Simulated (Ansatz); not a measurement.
C3H8O2Si, SMILES `C[SiH2]OC(C)=O`, relaxed with RKS PBE0-D4/def2-TZVP in Ansatz from a GFN2-xTB geometry. The force threshold is 0.005 eV/Å; the program also tests the step.

The species carries charge 0 and has multiplicity 1.

Start:

```xyz
14

C    -0.024   -2.013   -1.555
Si    0.157   -0.138   -1.390
O    -0.036    0.075    0.254
C     0.034    1.272    0.820
C    -0.160    1.220    2.311
O     0.237    2.273    0.186
H    -1.007   -2.354   -1.245
H     0.117   -2.308   -2.589
H     0.711   -2.544   -0.957
H    -0.903    0.594   -2.079
H     1.486    0.335   -1.768
H    -1.104    0.731    2.536
H    -0.149    2.225    2.722
H     0.641    0.630    2.753
```

Q: By how much does the energy fall, and how many steps does the optimiser take? (Estimate.)

A: Computed: 5.41 kJ/mol, in 11 steps.

Q: Which bonds change most? (Estimate.)

A: Ansatz gave: C1–Si2 from 1.891 to 1.856 Å; Si2–O3 from 1.669 to 1.696 Å; Si2–H11 from 1.461 to 1.482 Å; Si2–H10 from 1.461 to 1.482 Å.

Q: Give the relaxed structure. (An estimate is asked.)

A: The calculation gave: 
```xyz
14

C    -0.011   -2.014   -1.610
Si    0.150   -0.185   -1.336
O    -0.042    0.003    0.339
C     0.025    1.243    0.845
C    -0.160    1.272    2.329
O     0.216    2.206    0.150
H    -0.989   -2.375   -1.284
H     0.100   -2.247   -2.673
H     0.758   -2.562   -1.061
H    -0.917    0.563   -2.042
H     1.489    0.306   -1.737
H    -1.129    0.839    2.585
H    -0.097    2.294    2.691
H     0.605    0.655    2.805
```
